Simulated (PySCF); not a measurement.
**Telling isomers of C8H17BO apart by NMR**

- PBE0-D3(BJ)/def2-SVP geometry
- NMR shieldings at PBE0/pcSseg-1/GIAO
- program: PySCF
- a single conformation, in vacuum, relativity neglected, averaged over atoms made equivalent by symmetry, fast rotation or ring inversion

Chemical shifts δ = σref − σ; 1H (σref 31.27), 13C (σref 184.41) against TMS, all at this level. Where no couplings were computed, multiplicities follow the n + 1 count of equivalent neighbours, and m marks all less simple cases (inequivalent or close neighbours, rings, F or P nearby). Couplings to H on boron are left out. Carbons bonded to boron are broad in practice. Shifts are as computed. Against solution values, carbons near 30 ppm lie about +2 ppm off and those near 130 ppm about +5 ppm. Of 1211 compounds with measured shifts, 218 miss one by over three times the rms of a fit or turn the order of signals round; such compounds aren't used in these exercises.

(1) Tabulate the signals of `CC(C)O[C@@H]1CBCCC1`, `CC(C)O[C@H]1BCCCC1` and their relative energies.

(2) What is the quickest way to tell CC(C)O[C@@H]1CBCCC1 from CC(C)O[C@H]1BCCCC1?

Answers

(1) 
```tsv
SMILES	carbon types	δC	δH	E rel. (kcal/mol)
CC(C)O[C@@H]1CBCCC1	2×CH 4×CH2 2×CH3	72.7, 66.4, 37.5, 37.2, 30.1, 25.6, 24.5, 21.2	7.61 (br, 1H), 3.36 (m, 1H), 3.21 (m, 1H), 2.77 (m, 1H), 1.98 (m, 1H), 1.80 (m, 1H), 1.78 (m, 1H), 1.44 (m, 1H), 1.30 (m, 1H), 1.12 (d, 3H), 1.02 (d, 3H), 0.71 (m, 1H), 0.60 (m, 1H)	0.0
CC(C)O[C@H]1BCCCC1	2×CH 4×CH2 2×CH3	77.8, 68.2, 33.8, 28.6, 28.0, 26.2, 25.2, 18.8	7.95 (br, 1H), 3.55 (m, 1H), 2.92 (m, 1H), 2.13 (m, 1H), 1.93 (m, 1H), 1.76 (m, 1H), 1.75 (m, 1H), 1.50 (m, 1H), 1.39 (m, 1H), 1.22 (m, 1H), 1.19 (d, 3H), 1.01 (d, 3H), 0.58 (m, 1H)	5.9
```

Energies are electronic energies at PBE0/pcSseg-1 on these geometries, without zero-point or thermal terms, each for the one conformer computed, which needn't be the lowest.

(2) Both give the same number of carbon signals, with the same numbers of each carbon type, so the positions decide. The first has an sp3 CH bonded to O at 72.7 ppm, the second an sp3 CH bonded to B and O at 77.8 ppm.
